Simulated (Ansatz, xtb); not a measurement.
**C4H9NO2Si: 3 structures ranked**

3 gas-phase structures of C4H9NO2Si, from a drawn sample of its isomers (lower ones may exist). Each was relaxed with GFN2-xTB; where two conformers were screened, the lower at r2SCAN-D4/def2-SVP is listed:

A. `C=N[SiH]1OCCCO1`, a singlet
B. `N[SiH2]O[C@@H]1C=COC1`, a singlet
C. `CN(C)[SiH]1OC=CO1`, a singlet

Problem. Make a reasoned guess at their ranking by r2SCAN-D4/def2-SVP single-point energy.

Solution. Calculated order at r2SCAN-D4/def2-SVP: C (0.000), A (0.061), B (1.127) eV. CCSD(T)/def2-SVP + ΔMP2/def2-TZVPP after further relaxation puts A lowest instead.

Energies above the lowest of each column, in eV; the last columns are at B3LYP-D3(BJ)/def2-SVP geometries and were run for some of them only (a dash: not run or not comparable):

| structure | GFN2-xTB | HF/STO-3G | r2SCAN-D4/def2-SVP | B3LYP-D3(BJ)/def2-SVP | CCSD(T)/def2-SVP + ΔMP2/def2-TZVPP |
| --- | --- | --- | --- | --- | --- |
| C | 0.000 | 0.000 | 0.000 | 0.117 | 0.187 |
| A | 0.190 | 0.313 | 0.061 | 0.000 | 0.000 |
| B | 1.165 | 1.188 | 1.127 | – | – |

CCSD(T)/def2-SVP + ΔMP2/def2-TZVPP puts A lowest of those it was run on; GFN2-xTB picks C, HF/STO-3G picks C, r2SCAN-D4/def2-SVP picks C. CCSD(T)/def2-SVP + ΔMP2/def2-TZVPP orders those it was run on as A (0.000), C (0.187) eV. Some further structures that were screened fall inside this span and aren't listed. Flexible structures stand in one conformer each, not always the lowest. C keeps a small imaginary mode. Frequencies (GFN2-xTB) were run for A, C alone. ΔMP2 is the change of the MP2 energy from the smaller to the larger basis.

Programs: Ansatz 0.2.0, xtb 6.7.1.
